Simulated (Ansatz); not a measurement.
Z-matrix (Å, degrees):
```
B
O 1 1.3749
H 2 0.9615 1 111.88
O 1 1.3824 2 117.77 3 0.00
H 4 0.9598 1 115.12 2 179.96
N 1 1.4138 2 118.30 3 180.00
H 6 1.0030 1 124.77 2 179.94
H 6 1.0046 7 114.17 1 179.95
```
Charge 0, spin multiplicity 1.

All values below come from frozen-core CCSD(T)/cc-pVTZ // B3LYP-D3(BJ)/def2-TZVP (Ansatz, a first-principles code).

```yaml
HF energy: -231.44417 Ha
MP2 correlation energy: -0.79336 Ha
```

Problem. Estimate the CCSD correlation energy, the (T) correction, the total energy and the T1 diagnostic.

Solution. 
```json
{
  "CCSD correlation energy": "-0.80819 Ha",
  "(T) correction": "-0.02901 Ha",
  "CCSD(T) total energy": "-232.28137 Ha",
  "T1 diagnostic": "0.011"
}
```
